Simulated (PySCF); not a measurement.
# Basis-set dependence of population analyses: `FC[SiH]1CC1`

Compound: C3H7FSi.
Z-matrix (Å and degrees, PBE0-D3(BJ)/def2-SVP geometry), rows numbered from 1:
```
F 
C   1  1.3797
Si  2  1.8984  1  108.68
C   3  1.8521  2  117.12  1    28.12
C   4  1.5453  3   65.38  2  -104.29
H   2  1.1048  1  109.04  3   121.30
H   2  1.1047  1  109.10  3  -121.86
H   3  1.4860  2  114.49  1   179.87
H   4  1.0960  3  117.63  5   107.62
H   4  1.0955  3  120.66  5  -107.88
H   5  1.0957  3  118.27  4  -107.77
H   5  1.0955  3  119.74  4   107.75
```

PBE0 throughout (PySCF), one geometry, spherical d and f functions. One conformer (not necessarily the lowest) at the PBE0-D3(BJ)/def2-SVP geometry, without solvent, vibrations or thermal averaging. Atoms taken as equivalent share a column and are averaged. The first 7 of 8 kinds of atom are listed.

Mulliken charges (e):

```tsv
basis	functions	F1	C2	Si3	C4/C5	H6/H7	H8	H9/H11
STO-3G	36	-0.113	-0.195	+0.604	-0.313	+0.070	-0.102	+0.074
6-31G	63	-0.341	-0.268	+0.733	-0.603	+0.183	-0.102	+0.212
pcSseg-0	63	-0.374	-0.526	+1.150	-0.906	+0.250	-0.048	+0.284
6-31G*	88	-0.335	-0.172	+0.449	-0.524	+0.176	-0.055	+0.208
cc-pVDZ	109	-0.240	+0.042	+0.245	-0.188	+0.056	-0.040	+0.068
def2-SVP	109	-0.280	+0.024	+0.339	-0.254	+0.067	-0.056	+0.091
aug-cc-pVDZ	182	-0.465	+0.634	+0.226	+0.798	-0.244	+0.229	-0.450
6-311+G(2d,p)	185	-0.239	-0.362	+0.712	-0.447	+0.159	-0.048	+0.134
def2-TZVP	203	-0.227	-0.065	+0.204	-0.340	+0.118	-0.011	+0.139
cc-pVTZ	252	-0.227	+0.035	+0.191	-0.285	+0.065	-0.018	+0.118
IGLO-III	254	-0.272	-0.205	+0.766	-0.462	+0.133	-0.157	+0.137
```

IAO charges (e):

```json
{"basis": "STO-3G", "functions": "36", "F1": "-0.138", "C2": "-0.325", "Si3": "+0.812", "C4/C5": "-0.504", "H6/H7": "+0.120", "H8": "-0.093", "H9/H11": "+0.129"}
{"basis": "6-31G", "functions": "63", "F1": "-0.293", "C2": "-0.245", "Si3": "+0.665", "C4/C5": "-0.513", "H6/H7": "+0.155", "H8": "-0.070", "H9/H11": "+0.167"}
{"basis": "pcSseg-0", "functions": "63", "F1": "-0.283", "C2": "-0.253", "Si3": "+0.696", "C4/C5": "-0.528", "H6/H7": "+0.154", "H8": "-0.071", "H9/H11": "+0.168"}
{"basis": "6-31G*", "functions": "88", "F1": "-0.303", "C2": "-0.224", "Si3": "+0.760", "C4/C5": "-0.521", "H6/H7": "+0.143", "H8": "-0.102", "H9/H11": "+0.158"}
{"basis": "cc-pVDZ", "functions": "109", "F1": "-0.307", "C2": "-0.223", "Si3": "+0.760", "C4/C5": "-0.523", "H6/H7": "+0.145", "H8": "-0.100", "H9/H11": "+0.159"}
{"basis": "def2-SVP", "functions": "109", "F1": "-0.307", "C2": "-0.221", "Si3": "+0.776", "C4/C5": "-0.520", "H6/H7": "+0.143", "H8": "-0.105", "H9/H11": "+0.155"}
{"basis": "aug-cc-pVDZ", "functions": "182", "F1": "-0.323", "C2": "-0.225", "Si3": "+0.765", "C4/C5": "-0.534", "H6/H7": "+0.152", "H8": "-0.098", "H9/H11": "+0.163"}
{"basis": "6-311+G(2d,p)", "functions": "185", "F1": "-0.324", "C2": "-0.234", "Si3": "+0.798", "C4/C5": "-0.544", "H6/H7": "+0.153", "H8": "-0.105", "H9/H11": "+0.164"}
{"basis": "def2-TZVP", "functions": "203", "F1": "-0.323", "C2": "-0.233", "Si3": "+0.806", "C4/C5": "-0.546", "H6/H7": "+0.151", "H8": "-0.107", "H9/H11": "+0.164"}
{"basis": "cc-pVTZ", "functions": "252", "F1": "-0.320", "C2": "-0.232", "Si3": "+0.792", "C4/C5": "-0.543", "H6/H7": "+0.151", "H8": "-0.104", "H9/H11": "+0.164"}
{"basis": "IGLO-III", "functions": "254", "F1": "-0.324", "C2": "-0.236", "Si3": "+0.808", "C4/C5": "-0.548", "H6/H7": "+0.153", "H8": "-0.107", "H9/H11": "+0.164"}
```

Hirshfeld charges (e):

| basis | functions | F1 | C2 | Si3 | C4/C5 | H6/H7 | H8 | H9/H11 |
| --- | --- | --- | --- | --- | --- | --- | --- | --- |
| STO-3G | 36 | -0.084 | -0.010 | +0.327 | -0.120 | +0.007 | -0.064 | +0.014 |
| 6-31G | 63 | -0.127 | -0.044 | +0.265 | -0.156 | +0.047 | -0.062 | +0.048 |
| pcSseg-0 | 63 | -0.120 | -0.046 | +0.307 | -0.156 | +0.041 | -0.064 | +0.040 |
| 6-31G* | 88 | -0.113 | -0.048 | +0.261 | -0.158 | +0.046 | -0.065 | +0.048 |
| cc-pVDZ | 109 | -0.099 | -0.060 | +0.296 | -0.164 | +0.043 | -0.068 | +0.044 |
| def2-SVP | 109 | -0.108 | -0.057 | +0.306 | -0.166 | +0.044 | -0.069 | +0.043 |
| aug-cc-pVDZ | 182 | -0.110 | -0.068 | +0.317 | -0.179 | +0.048 | -0.064 | +0.047 |
| 6-311+G(2d,p) | 185 | -0.115 | -0.061 | +0.315 | -0.175 | +0.047 | -0.064 | +0.045 |
| def2-TZVP | 203 | -0.109 | -0.064 | +0.311 | -0.175 | +0.047 | -0.064 | +0.046 |
| cc-pVTZ | 252 | -0.105 | -0.065 | +0.309 | -0.174 | +0.046 | -0.065 | +0.046 |
| IGLO-III | 254 | -0.111 | -0.064 | +0.315 | -0.176 | +0.047 | -0.061 | +0.046 |

Problem. Which scheme is steadiest as the basis changes?

Solution. Largest range over the bases for any column: Hirshfeld 0.07 e, IAO 0.19 e, Mulliken 1.70 e. Hirshfeld charges move least and Mulliken charges most, counted in e. Without the minimal STO-3G basis the ranges are Hirshfeld 0.06, IAO 0.14, Mulliken 1.70 e.

Problem. How much do the charges still move between the two largest bases, cc-pVTZ and IGLO-III?

Solution. At most, over all atoms: Mulliken 0.575 e, IAO 0.015 e, Hirshfeld 0.006 e.

Problem. What do the same runs give for the total energy, the frontier levels and the dipole moment?

Solution. 
```csv
basis,energy (Eh),HOMO (eV),LUMO (eV),μ (D)
STO-3G,-501.2733,-4.68,6.21,1.43
6-31G,-507.3457,-6.82,1.19,1.61
pcSseg-0,-506.6052,-7.20,1.03,1.89
6-31G*,-507.4240,-6.61,1.11,1.27
cc-pVDZ,-507.4555,-6.71,1.06,1.33
def2-SVP,-507.1975,-6.79,1.04,1.45
aug-cc-pVDZ,-507.4766,-6.80,0.00,1.44
"6-311+G(2d,p)",-507.5300,-6.82,0.19,1.51
def2-TZVP,-507.5513,-6.79,0.57,1.45
cc-pVTZ,-507.5449,-6.78,0.72,1.39
IGLO-III,-507.5577,-6.80,0.62,1.48
```

The dipole is fixed by the density alone, so its range of 0.62 D shows that the density itself changes with the basis, not only its division among atoms.
